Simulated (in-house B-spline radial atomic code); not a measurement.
The numbers below are computed, except where a source is named.
Extrapolating the RPA correlation energy in partial waves: S⁺

All-electron RPA on PBE0 orbitals from an all-electron radial atomic-structure program (B-spline basis), non-relativistic, point nucleus, configuration [Ne] 3s2 3p3, highest spin. With empty states up to angular momentum L the sums are:

| L | E_c(L) (hartree) |
| --- | --- |
| 3 | -0.753138 |
| 4 | -0.802321 |
| 5 | -0.821851 |

For large l each further wave adds A/(l + 1/2)⁴, because the basis must build the cusp where two electrons meet.

Question: Estimate the limit from L = 4 and L = 5.

Answer: Wave 5 adds -0.019530, against a sum of (l + 1/2)⁻⁴ of 1.09282e-03, so A = -17.871. The sum over l > 5 is ζ(4, 6.5) = 1.5223e-03, close to 1/(3 × 6³) = 1.5432e-03. The tail is -0.027205 and the limit -0.84906 hartree.

Question: How good is the estimate?

Answer: A run to L = 11 sums to -0.84238 and extrapolates to -0.84488 hartree, 0.12 millihartree from the run before. The estimate differs from that by -4.17 millihartree, while the bare sum at L = 5 misses 23.0 millihartree (2.7 %).
